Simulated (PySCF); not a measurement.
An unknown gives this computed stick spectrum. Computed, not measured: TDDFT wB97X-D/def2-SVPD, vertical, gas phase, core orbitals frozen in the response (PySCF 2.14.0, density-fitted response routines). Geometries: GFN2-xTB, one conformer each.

| state | λ (nm) | f |
| --- | --- | --- |
| S1 | 200.2 | 0.0000 |
| S2 | 192.0 | 0.0005 |
| S3 | 191.5 | 0.0002 |
| S4 | 161.4 | 0.0007 |
| S5 | 160.8 | 0.0035 |
| S6 | 157.2 | 0.0063 |
| S7 | 156.7 | 0.0099 |
| S8 | 150.6 | 0.028 |

Orbital energies (eV): HOMO-3 -10.72, HOMO-2 -10.45, HOMO-1 -10.33, HOMO -10.22, LUMO 1.57, LUMO+1 1.73, LUMO+2 1.75.

Question: Which structure fits? All have the formula C2H8O3Si3.
A. `[SiH3]OC1=CO[SiH2][SiH2]O1`
B. `O=C(O)[Si@@H]1C[SiH2][SiH2]O1`
C. `C#C[Si@@H](O[SiH3])O[SiH2]O`

Answer: C. Its S1, at 6.19 eV, is the highest among the candidates; the nearest of the others has S1 at 4.95 eV. S1 is HOMO→LUMO (50%), HOMO→LUMO+3 (11%), HOMO-1→LUMO+1 (10%). Löwdin shares by element: HOMO carbon 73%, oxygen 13% or more; LUMO carbon 42%, silicon 27% or more (atoms not listed hold the other 32%). At the same level the other candidates give, for their lowest levels:
- `O=C(O)[Si@@H]1C[SiH2][SiH2]O1`: 251 nm (f 0.003); 191 nm (f 0.039); 179 nm (f 0.005); 177 nm (f 0.037); 172 nm (f 0.068); T1 4.32 eV; HOMO -9.60, LUMO 0.94 eV
- `[SiH3]OC1=CO[SiH2][SiH2]O1`: 300 nm (f 0.001); 238 nm (f 0.002); 215 nm (f 0.017); 209 nm (f 0.019); 205 nm (f 0.029); T1 4.05 eV; HOMO -7.61, LUMO 0.62 eV

Conformer computed: `[CH:1]#[C:2][Si@@H:3]([O:4][SiH3:5])[O:6][SiH2:7][OH:8]`: C2–Si3–O4–Si5 102°, C2–Si3–O6–Si7 -89°, Si3–O6–Si7–O8 -14°, H–O8–Si7–O6 179°.
Triplets come from the Tamm–Dancoff approximation.
